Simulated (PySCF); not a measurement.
A species of formula C2H10OSSi3 has this rotational fingerprint, computed with B3LYP/def2-SVPD in PySCF (dipole) on a GFN2-xTB geometry, gas phase:

| Quantity | Value |
| --- | --- |
| Rotational constants | A = 2075, B = 613.2, C = 489.4 MHz |
| Dipole components | \|μa\| = 1.94 D, \|μb\| = 0.93 D, \|μc\| = 0.46 D |
| Inertial defect | -35.15 u·Å² |
| κ | -0.84 |

Question: Which structure is it? (One computed conformer of each.)
A. `[CH3:1][C:2](=[S:3])[O:4][SiH2:5][SiH2:6][SiH3:7]` with C1–C2–O4–Si5 180°, C2–O4–Si5–Si6 -178°, O4–Si5–Si6–Si7 25°
B. `[CH3:1][C:2](=[S:3])[SiH2:4][SiH2:5][O:6][SiH3:7]` with C1–C2–Si4–Si5 -84°, C2–Si4–Si5–O6 18°, Si4–Si5–O6–Si7 -80°

Answer: A. It is CC(=S)O[SiH2][SiH2][SiH3], an asymmetric top, point group C1. The candidates at the same level (rigid rotor, commonest isotopes):

```csv
SMILES,A (MHz),B (MHz),C (MHz),μa (D),μb (D),μc (D),Δ (u·Å²),point group,rotor
CC(=S)O[SiH2][SiH2][SiH3],2075,613.2,489.4,1.94,0.93,0.46,-35.15,C1,asymmetric top
CC(=S)[SiH2][SiH2]O[SiH3],1377,860.1,650.4,1.07,0.53,1.56,-177.48,C1,asymmetric top
```

`CC(=S)[SiH2][SiH2]O[SiH3]` has B 40 % too high. No structure here is proved a minimum.
